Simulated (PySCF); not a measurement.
PySCF job for HSi, SMILES [SiH] (connectivity only; charge and spin as stated), charge +1, multiplicity 1, PBE-D3(BJ)/def2-TZVPD. Geometry: PBE-D3(BJ)/def2-TZVPD.

```python
import numpy as np
from pyscf import gto, scf, dft
from pyscf.hessian import thermo

mol = gto.M(
    atom='''
    Si    0.00000000    0.00000000   -0.10220581
    H     0.00000000    0.00000000    1.43088136
    ''',
    basis='def2-TZVPD',
    charge=1,
    spin=0,
    max_memory=1600,
    verbose=3,
)
mf = dft.RKS(mol, xc='pbe').density_fit(auxbasis='def2-universal-jkfit')
mf.disp = 'd3bj'
mf.grids.level = 3
mf.conv_tol = 1e-11
mf.max_cycle = 100
mf.kernel()

# analytic Hessian; the response equations are solved on a coarser grid
h, args, fine = mf.Hessian(), (mf.mo_energy, mf.mo_coeff, mf.mo_occ), mf.grids
h1ao = h.make_h1(mf.mo_coeff, mf.mo_occ)
mf.grids = dft.Grids(mol).set(level=1).build(with_non0tab=True)
mo1, mo_e1 = h.solve_mo1(*args, h1ao)
mf.grids = fine
hess = h.hess_elec(*args, mo1, mo_e1, h1ao) + h.hess_nuc()
if mf.do_disp():
    hess += h.get_dispersion()
for i in range(mol.natm):  # the analytic DFT Hessian lacks the response of the grid: restore translational invariance
    hess[i, i] -= hess[i].sum(axis=0)
hess = (hess + hess.transpose(1, 0, 3, 2)) / 2
vib = thermo.harmonic_analysis(mol, hess, imaginary_freq=False)
thermo.dump_normal_mode(mol, vib)
th = thermo.thermo(mf, vib['freq_au'][vib['freq_au'] > 0], 298.15, 101325)
thermo.dump_thermo(mol, th)
g0 = mf.nuc_grad_method().set(verbose=0).kernel()

# dipole derivatives [dipole axis, atom, xyz] from the same response
r, irp = mol.intor('int1e_r'), mol.intor('int1e_irp').reshape(3, 3, mol.nao, mol.nao)
sl, dm0, ok = mol.aoslice_by_atom(), np.array(mf.make_rdm1()), []
dmu = np.einsum('a,xt->xat', mol.atom_charges(), np.eye(3))
for a, (_, _, p0, p1) in enumerate(sl):
    dmu[:, a] += 2 * np.einsum('xtij,ij->xt', irp[:, :, :, p0:p1], dm0.reshape(-1, mol.nao, mol.nao).sum(0)[:, p0:p1])
    for u, c, occ, f in [(mo1, mf.mo_coeff, mf.mo_occ, 4)]:
        dmu[:, a] -= f * np.einsum('tui,xuv,vi->xt', u[a], r, c[:, occ > 0], optimize=True)
L = vib['norm_mode']
ir = 974.8801 * (np.einsum('xat,kat->kx', dmu, L) ** 2).sum(1)       # km/mol
apt = np.einsum('xax->a', dmu) / 3
print('mode   freq/cm-1   IR/(km/mol)')
for k, w in enumerate(vib['freq_wavenumber']):
    print(f'{k + 1:4d} {w:11.2f} {ir[k]:13.3f}')
print('max |gradient| / (hartree/bohr):', abs(g0).max())
print('APT charges:', apt.round(4))
```

It prints:

```
converged SCF energy = -289.541989249863

WARN: DFTD3 does not support analytical Hessian, using finite difference


WARN: Mole.unit (angstrom) is changed to Bohr

Mode                                 0
Irrep
Freq [cm^-1]                     2046.0756
Reduced mass [au]                   1.0428
Force const [Dyne/A]                2.5722
Char temp [K]                    2943.8472
Normal mode                   x     y     z
       0  Si                 0.00  0.00 -0.04
       1   H                 0.00  0.00  0.98
temperature 298.1500 [K]
pressure 101325.00 [Pa]
Rotational constants [GHz] inf 220.97190 220.97190
Symmetry number 1
Zero-point energy (ZPE) 0.00466 [Eh]   12238.250 [J/mol]
                           tot       elec      trans        rot        vib
Entropy [J/mol/K]       186.840      0.000    150.782     36.054      0.005
Cv [J/mol/K]             20.828      0.000     12.472      8.314      0.042
Cp [J/mol/K]             29.142      0.000     20.786      8.314      0.042
Internal energy [J/mol]                      3718.434   2478.956  12239.511
Internal energy [Eh]   -289.53497  -289.54199
Enthalpy [J/mol]                             6197.391   2478.956  12239.511
Enthalpy [Eh]          -289.53402
Gibbs free energy [J/mol]                  -38758.150  -8270.474  12238.122
Gibbs free energy [Eh] -289.55524
mode   freq/cm-1   IR/(km/mol)
   1     2046.08        64.051
max |gradient| / (hartree/bohr): 3.085890555447622e-05
APT charges: [ 1.0113 -0.0113]
```

Self-consistency was reached.
